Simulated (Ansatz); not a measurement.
Molecule: SiH2Cl (charge 0, doublet). SMILES: [SiH2]Cl
Structure (B3LYP-D3(BJ)/def2-TZVP (Ansatz, an electronic-structure program) minimum search):
```xyz
4

Si     0.8482    -0.5964     0.0451
Cl    -0.7918     0.6599    -0.0481
H      0.7777    -1.3629     1.3143
H      0.8078    -1.5048    -1.1282
```
Charge 0, spin multiplicity 2.

MP2/6-31G* beside other levels, property by property. Terms: non-relativistic; 6-311+G** with 5d, 6d on Na to Ar in Ansatz; atomisation electronic, to ground-state atoms; each state is the SCF solution reached for its charge and spin; 6-31G* and kin with 6d, 5d where marked; frozen cores in correlated levels; dispersion terms only where a functional's name holds one; spin-orbit terms left out; open shells spin-unrestricted. CBS(X,Y): correlation extrapolated as X^-3; Hartree-Fock from the larger set. Ab initio and DFT rows: single points at B3LYP-D3(BJ) geometries (Ansatz), with unscaled harmonic terms from B3LYP/6-31G* (Ansatz) at its own minima, enthalpies of formation by atomisation with measured atoms.

Coupled cluster (Ansatz) is a level with limits of its own, used here on species with T1 under 0.025 (0.045 for open shells) and stable references: CCSD(T)/CBS(def2-TZVPPD,def2-QZVPPD).

```csv
property,MP2/6-31G* (Ansatz),HF/6-31G* (Ansatz),PBE/6-31G* (Ansatz),B3LYP/6-311+G** (Ansatz),to compare with
vertical ionisation energy to the singlet (eV),8.66,8.83,8.81,8.98,8.90 coupled cluster
atomisation energy (kcal/mol),210.1,180.0,236.5,233.4,243.6 coupled cluster
enthalpy of formation at 298 K (kcal/mol),37.6,67.7,11.1,14.3,4.0 coupled cluster
```

As the rows show:
- vertical ionisation energy to the singlet: MP2/6-31G* lies 0.24 eV below coupled cluster.
- atomisation energy: MP2/6-31G* lies 33.5 kcal/mol below coupled cluster.
- enthalpy of formation at 298 K: MP2/6-31G* lies 33.6 kcal/mol above coupled cluster.

The properties are those with a value to compare with, at most eight drawn at random. No case is left out for the size of its miss. Left out are saddle points of the reference geometry, anions that the best level run finds unbound, excited spin states, species near biochemistry, 298 K rows of species without real B3LYP wavenumbers, cases with under five habitual levels, runs that failed or that the program found above a lower state of the same kind, table entries that another table contradicts, and a share of species set aside by lot.
